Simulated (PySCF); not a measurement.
# Reading the logs of faulty runs: BGeH6NSi

Calculated results; nothing here was measured. The program is PySCF 2.14.0, an open-source quantum chemistry code, run on an isolated molecule that a program drew, which may never have been made. The molecule is BGeH6NSi (charge 0, singlet), drawn as the SMILES string `[BH2][GeH2][N]=[SiH2]`.

Each row is a Hartree-Fock (HF) and frozen-core CCSD(T) single point in the cc-pV(D+d)Z basis, meant for a local HF minimum. Run 1 is clean. Each other run has one planted mistake out of seven kinds, and not every kind appears here: one electron removed, one electron added, multiplicity raised by two, geometry at a saddle point, minimal basis STO-3G, one bond length entered in bohr, all coordinates scaled. The reference is restricted for singlets and unrestricted otherwise, and also for a bond in bohr. Adding or removing an electron swaps singlet and doublet. Electrons count all cores. HOMO and LUMO are orbital energies over both spins, the gradient is its largest component, and the lowest frequency (negative if imaginary) is given only where the gradient is small. Bond lengths are over the 9 bonds as drawn. T1 is the CCSD diagnostic: over 0.02 (restricted) or 0.045 (unrestricted) a single reference is doubtful. Germanium has the cc-pVDZ-PP basis, with a core potential (ECP10MDF) in place of its 10 inner electrons, and its 3s, 3p and 3d shells are frozen in CCSD(T).

Geometry of the clean run:
```xyz
10
BGeH6NSi, angstrom
B     0.4459    1.8771    2.3095
Ge    0.8654    0.0824    1.3365
N     0.2106   -1.3574    2.2454
Si   -0.7887   -2.5545    2.2120
H    -0.2643    1.9283    3.2739
H     0.9128    2.9022    1.8938
H     2.3860   -0.1082    1.1958
H     0.2894    0.1467   -0.0985
H    -1.7158   -2.9182    1.1184
H    -0.9197   -3.4955    3.3370
```

| run | electrons | basis functions | <S^2> | HOMO (eV) | LUMO (eV) | gradient (hartree/bohr) | lowest frequency (cm^-1) | mean bond (Å) | longest bond (Å) | T1 | HF (hartree) | CCSD(T) (hartree) | mistake |
|---|---|---|---|---|---|---|---|---|---|---|---|---|---|
| 1 | 64 | 104 | 0.000 | -9.67 | 1.65 | 3.1e-05 | 58 | 1.5451 | 2.084 | 0.0171 | -664.87466 | -665.38405 | no fault |
| 2 | 65 | 104 | 0.993 | -0.70 | 5.57 | 5.5e-02 | - | 1.5451 | 2.084 | 0.0411 | -664.85373 | -665.38546 | one electron added |
| 3 | 64 | 104 | 0.000 | -9.37 | 1.44 | 4.2e-02 | - | 1.6486 | 2.224 | 0.0196 | -664.83604 | -665.36188 | all coordinates scaled |
| 4 | 64 | 104 | 2.016 | -7.13 | -1.26 | 5.6e-02 | - | 1.5451 | 2.084 | 0.0232 | -664.75981 | -665.26222 | ? |

**Which mistake was planted in run 4, and what did it cost?**

Electrons, basis and geometry are unchanged, and <S^2> is 2.016, beside S(S+1) = 2.00 for a multiplicity of 3. So the mistake is: multiplicity raised by two. Subtracting run 1 and multiplying by 627.51 kcal/mol a hartree, the energy moved by 72.1 kcal/mol in HF and 76.4 kcal/mol in CCSD(T).

